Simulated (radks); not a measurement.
Results of a calculation; reference values are marked as such.
The tantalum ion Ta30+, 43 electrons, occupied as [Kr] 4d7.

Code: a radial shooting solver on a logarithmic mesh with Libxc functionals. Model: scalar-relativistic Kohn-Sham, PBE, spin-unpolarised, spherical densities, point nucleus.

Energy parts (hartree):
part                       energy
total                 -15149.8557
kinetic                16695.8560
electron-nucleus      -35583.7963
Hartree                 4008.9508
exchange-correlation    -270.8662

Orbitals (lengths in bohr, moments of r in powers of bohr):
1s: occ. 2; eigenvalue (hartree) -2516.459; <r^2> 0.0004785; <r^4> 6.200e-07
2s: occ. 2; eigenvalue (hartree) -466.2040; <r^2> 0.007375; <r^4> 0.00009384
2p: occ. 6; eigenvalue (hartree) -413.5354; <r^2> 0.006086; <r^4> 0.00007332
3s: occ. 2; eigenvalue (hartree) -137.9685; <r^2> 0.04742; <r^4> 0.003369
3p: occ. 6; eigenvalue (hartree) -122.2877; <r^2> 0.04796; <r^4> 0.003582
3d: occ. 10; eigenvalue (hartree) -104.1682; <r^2> 0.03964; <r^4> 0.002734
4s: occ. 2; eigenvalue (hartree) -56.49521; <r^2> 0.2048; <r^4> 0.05868
4p: occ. 6; eigenvalue (hartree) -50.88353; <r^2> 0.2215; <r^4> 0.06959
4d: occ. 7; eigenvalue (hartree) -43.94351; <r^2> 0.2291; <r^4> 0.07743
5s: occ. 0; eigenvalue (hartree) -30.19145; <r^2> 0.6544; <r^4> 0.5733
5p: occ. 0; eigenvalue (hartree) -27.81034; <r^2> 0.7167; <r^4> 0.6916

The highest occupied level is 4d at -1195.8 eV. For comparison, the ionisation energy in NIST's Atomic Spectra Database is 1211 eV (theoretical). In exact Kohn-Sham theory the highest level is minus the ionisation energy, but local and semilocal functionals leave it too shallow, through self-interaction and a potential that decays too fast; potentials with the right tail come closer. Summed over all electrons, <r^2> = 4.174 bohr^2, which gives a Langevin (diamagnetic) susceptibility term of -3.31 x 10^-6 cm^3/mol.

Beside tabulated values, note that spin-unpolarised runs miss the spin-polarisation part of the exchange energy of open shells.
